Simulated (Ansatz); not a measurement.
Cost and result for the atomization energy of BFH₅NOSi (`N[SiH2]OBF`) (10 atoms, 9 bonds).

```xyz
10

N     1.9700   -0.5884    0.0617
Si    0.4237   -0.2648   -0.5591
O    -0.6218    0.3303    0.5975
B    -1.8996    0.7263    0.6013
F    -2.6197    0.6850   -0.5212
H     2.6224    0.1523    0.2589
H     2.1482   -1.4004    0.6291
H    -0.1489   -1.5357   -1.0564
H     0.5547    0.7713   -1.6079
H    -2.4287    1.1242    1.5961
```

Charge 0, multiplicity 1. The geometry is a stationary point of PBE0-D4/def2-TZVP. It is one conformer, not always the lowest. Program: Ansatz. All runs use 4 threads of an Arm Neoverse N1 on a shared host. Times are those of one run each, without the atoms' runs, and a repeat can differ threefold. Electronic energies, without spin–orbit coupling; frozen cores. CCSD(T)/CBS adds CCSD(T) − MP2 in def2-TZVPP to the MP2 limit, and its time is that of the two runs behind it. T1 = 0.012. B3LYP takes the VWN-RPA correlation (the form of Gaussian; ORCA's B3LYP/G).

CCSD(T)/CBS is a level of theory with its own doubt, some kJ/mol a heavy atom from the limit and from the frozen cores, so smaller differences don't rank the functionals.

```json
{"level": "PBE-D4/def2-TZVPP (with forces)", "functions": "236", "wall time": "3.3 s"}
{"level": "PBE0-D4/def2-TZVPP", "functions": "236", "wall time": "3.6 s"}
{"level": "B3LYP-D4/def2-TZVPP (with forces)", "functions": "236", "wall time": "6 s"}
{"level": "r2SCAN-D4/def2-TZVPP (with forces)", "functions": "236", "wall time": "6.5 s"}
{"level": "B2PLYP/def2-TZVPP", "functions": "236", "wall time": "7 s"}
{"level": "ωB97X-V/def2-TZVPP", "functions": "236", "wall time": "10 s"}
{"level": "ωB97M-V/def2-TZVPP (with forces)", "functions": "236", "wall time": "15 s"}
{"level": "MP2/def2-QZVPP", "functions": "448", "wall time": "25 s"}
{"level": "CCSD(T)/def2-TZVPP", "functions": "236", "wall time": "3 min"}
{"level": "CCSD(T)/CBS(def2)", "functions": "–", "wall time": "3.5 min"}
```

Question: What atomization energy does each give, and how far from CCSD(T)/CBS? (Best estimate.)

Answer: The calculation gave: 
```tsv
level	atomization (kcal/mol)	difference from CCSD(T)/CBS	per bond
PBE-D4/def2-TZVPP (with forces)	938.9	9.0	1.0
PBE0-D4/def2-TZVPP	921.2	-8.7	-1.0
B3LYP-D4/def2-TZVPP (with forces)	930.1	0.2	0.0
r2SCAN-D4/def2-TZVPP (with forces)	929.2	-0.7	-0.1
B2PLYP/def2-TZVPP	922.4	-7.5	-0.8
ωB97X-V/def2-TZVPP	932.3	2.4	0.3
ωB97M-V/def2-TZVPP (with forces)	933.7	3.8	0.4
MP2/def2-QZVPP	940.7	10.8	1.2
CCSD(T)/def2-TZVPP	903.4	-26.5	-2.9
CCSD(T)/CBS(def2)	929.9	0.0	0.0
```

In def2-TZVPP, CCSD(T) changes the Hartree–Fock value by +217.0 kcal/mol (the triples alone add +12.2 kcal/mol) and MP2 by +238.3 kcal/mol; breaking electron pairs costs correlation energy, which Hartree–Fock lacks. The D4 term adds +6.6 kcal/mol with B3LYP and +3.4 kcal/mol with PBE0; it sums over pairs of atoms, weighted by their polarisabilities, and B3LYP, whose exchange is more repulsive, gets the larger term. From PBE to PBE0 (25 % exact exchange), in def2-TZVPP and without D4, the atomization energy moves by −17.0 kcal/mol: exact exchange takes away binding that semilocal exchange gives to molecules.
